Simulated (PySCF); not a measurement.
Changes within a family of molecules, several properties at once.

PySCF, CAM-B3LYP/def2-SVPD, density fitting, gas phase; each molecule at its own PBE0-D3(BJ)/def2-SVP geometry, one conformer. Singlet excitations by full TDDFT with frozen cores, triplets by Tamm–Dancoff TDDFT and ionisation energies by ΔSCF, from the lowest of the holes tried. 

Torsions of the conformers computed, which needn't be the lowest (atom-mapped SMILES):
- `[CH3:1][C:2]#[N+:3][GaH2-:4][CH2:5][NH2:6]`: C2–N3–Ga4–C5 22°, N3–Ga4–C5–N6 -49°, H–N6–C5–Ga4 -57°, H–N6–C5–Ga4 -173°
- `[CH3:1][C:2]#[N+:3][GaH2-:4][CH2:5][CH2:6][CH3:7]`: N3–Ga4–C5–C6 -61°, Ga4–C5–C6–C7 180°
- `[CH3:1][C:2]#[N+:3][GaH2-:4][CH:5]([CH3:6])[CH3:7]`: N3–Ga4–C5–C6 -63°
- `[CH3:1][C:2]#[N+:3][GaH2-:4][CH2:5][F:6]`: C2–N3–Ga4–C5 26°, N3–Ga4–C5–F6 -41°
- `[CH2:1]=[N:2][GaH2-:3][N+:4]#[C:5][CH3:6]`: C1–N2–Ga3–N4 1°, N2–Ga3–N4–C5 0°
- `[CH3:1][C:2]#[N+:3][GaH2-:4][C:5]([F:6])=[C:7]([F:8])[F:9]`: C2–N3–Ga4–C5 0°, N3–Ga4–C5–F6 -5°
- `[CH3:1][C:2]#[N+:3][GaH2-:4]/[CH:5]=[N:6]/[CH3:7]`: C2–N3–Ga4–C5 2°, N3–Ga4–C5–N6 -2°
- `[CH2:1]=[CH:2][CH2:3][GaH2-:4][N+:5]#[C:6][CH3:7]`: C1–C2–C3–Ga4 -107°, C2–C3–Ga4–N5 49°, C3–Ga4–N5–C6 -27°
- `[CH3:1][C:2]#[N+:3][GaH2-:4][CH2:5][Cl:6]`: N3–Ga4–C5–Cl6 179°
- `[CH3:1][C:2]#[N+:3][GaH2-:4][CH2:5][SiH3:6]`: N3–Ga4–C5–Si6 -51°

Reference: `CC#[N+][GaH2-][CH3]`, with HOMO energy -8.27 eV, LUMO energy 0.38 eV, lowest singlet excitation 6.29 eV, lowest triplet excitation 5.90 eV, mean polarisability 77.9 au, dipole moment 7.52 D and vertical ionisation energy 9.11 eV.

Changes against it:

```
                  molecule  Δ HOMO energy (eV)  Δ LUMO energy (eV)  Δ lowest singlet excitation (eV)  Δ lowest triplet excitation (eV)  Δ mean polarisability (au)  Δ dipole moment (D)  Δ vertical ionisation energy (eV)
    CC#[N+][GaH2-][CH](C)C               +0.69               -0.02                             -0.63                             -0.48                       +23.9                -0.36                              -0.89
        CC#[N+][GaH2-][Br]               -0.05               -0.21                             -0.47                             -0.28                        +6.7                +0.78                              +0.20
       C=[N][GaH2-][N+]#CC               +1.00               -0.03                             -2.41                             -2.63                        +5.4                +0.42                              -1.14
CC#[N+][GaH2-][C](F)=C(F)F               +0.28               -0.15                             -0.72                             -1.55                        +9.2                +0.15                              -0.25
   CC#[N+][GaH2-]/[CH]=N/C               +0.49               +0.25                             -1.73                             -2.08                       +18.6                -1.90                              -0.63
    C=C[CH2][GaH2-][N+]#CC               +0.84               +0.20                             -0.93                             -1.84                       +23.3                -1.34                              -1.02
     CC#[N+][GaH2-][CH2]Cl               +0.19               -0.20                             -0.39                             -0.50                       +12.8                +2.43                              -0.20
 CC#[N+][GaH2-][CH2][SiH3]               -0.09               +0.01                              0.00                             +0.02                       +25.8                -0.79                              -0.10
```

Rows whose labels were lost:

```csv
row,Δ HOMO energy (eV),Δ LUMO energy (eV),Δ lowest singlet excitation (eV),Δ lowest triplet excitation (eV),Δ mean polarisability (au),Δ dipole moment (D),Δ vertical ionisation energy (eV)
P,+0.38,-0.02,-0.35,-0.22,+24.4,-0.12,-0.56
Q,+0.41,+0.26,-0.74,-0.57,+6.4,-1.61,-0.48
R,-0.14,+0.01,-0.49,-0.43,-2.5,-2.20,+0.17
```

Question: Which row belongs to which of `CC#[N+][GaH2-][CH2]N`, `CC#[N+][GaH2-][CH2]CC` and `CC#[N+][GaH2-][CH2]F`?

Answer: P = `CC#[N+][GaH2-][CH2]CC`, Q = `CC#[N+][GaH2-][CH2]N` and R = `CC#[N+][GaH2-][CH2]F`. P and Q are told apart most clearly by the mean polarisability (+24.4 against +6.4 au); P and R are told apart most clearly by the mean polarisability (+24.4 against -2.5 au); Q and R are told apart most clearly by the mean polarisability (+6.4 against -2.5 au); P lies nearest to the labelled row of `CC#[N+][GaH2-][CH](C)C`.

Question: Fit a straight line for the change of the lowest singlet excitation against that of the lowest triplet excitation over the labelled rows, and test it on P, Q and R.

Answer: Over the 8 labelled rows the slope is 0.732 eV/eV, the intercept -0.06 eV, r = 0.91 and the standard error 0.35 eV. P: predicted -0.22, computed -0.35 eV; Q: predicted -0.47, computed -0.74 eV; R: predicted -0.37, computed -0.49 eV. The mean miss is 0.17 eV, against 0.38 eV for guessing the labelled rows' mean: the line carries over to these rows.
